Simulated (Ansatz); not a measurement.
`CB(O)Br` + `BC` → `BCB(C)O` + HBr at 400 K and 1 bar (formal exchange of groups at a B–Br bond).

Isolated molecules relaxed with PBE0-D4/def2-TZVP in Ansatz; ΔE leaves out vibrations. CCSD(T)/CBS adds triple-zeta CCSD(T) − MP2 to the extrapolated MP2 energy (def2 sets, frozen cores). This one scheme is used for every species. For Br outer-core shells are correlated without core-valence functions, which leaves a few kJ/mol of doubt a bond. Scalar relativity is left out up to krypton. Each species was taken in one conformer, which may not be the lowest.

```json
{"species": "`CB(O)Br`", "CCSD(T)/CBS energy (Eh)": "-2713.85644", "H − E (kJ/mol)": "174.2", "S (J/(mol·K))": "342.5"}
{"species": "`BC`", "CCSD(T)/CBS energy (Eh)": "-65.83255", "H − E (kJ/mol)": "164.9", "S (J/(mol·K))": "265.6"}
{"species": "`BCB(C)O`", "CCSD(T)/CBS energy (Eh)": "-205.74139", "H − E (kJ/mol)": "307.1", "S (J/(mol·K))": "388.5"}
{"species": "HBr", "CCSD(T)/CBS energy (Eh)": "-2573.91920", "H − E (kJ/mol)": "27.6", "S (J/(mol·K))": "207.2"}
```

H − E and S are ideal-gas, rigid-rotor, harmonic terms from PBE0-D4/def2-TZVP, for one conformer and one mirror image of each species. 1 Eh = 2625.50 kJ/mol, R = 8.31446 J/(mol·K).

Problem. By hand: ΔE, ΔH, ΔS and ΔG.

Solution. ΔE = (-205.74139) + (-2573.91920) − (-2713.85644) − (-65.83255) = 0.02840 Eh = 74.6 kJ/mol. Δ(H − E) = 307.1 + 27.6 − 174.2 − 164.9 = -4.4, so ΔH = 70.2 kJ/mol. ΔS = 388.5 + 207.2 − 342.5 − 265.6 = -12.4 J/(mol·K). ΔG = 70.2 − 400 × (-12.4)/1000 = 75.2 kJ/mol.

Problem. By hand: the equilibrium constant, and the temperature at which ΔG would vanish if ΔH and ΔS stayed fixed.

Solution. log₁₀ K = −ΔG/(RT ln 10) = -9.8. ΔH and −TΔS have one sign here, so there is no such temperature.

The number of gas molecules stays the same, so ΔS is small and ΔH decides. A doubt of 5 kJ/mol in ΔE shifts log₁₀ K by 0.7 here. Other conformers and mirror images would add mixing entropy, several J/(mol·K) or more a flexible species. Modes under 60 cm⁻¹, often nearly free rotors, make the harmonic entropy too high. These are equilibria of isolated gas molecules and say nothing of rates. Largest T1 diagnostic: 0.012 (customary marks: 0.02 for closed shells, 0.045 for open ones).

ΔS is within the doubt of such terms, so its sign, and with it that verdict, could turn.
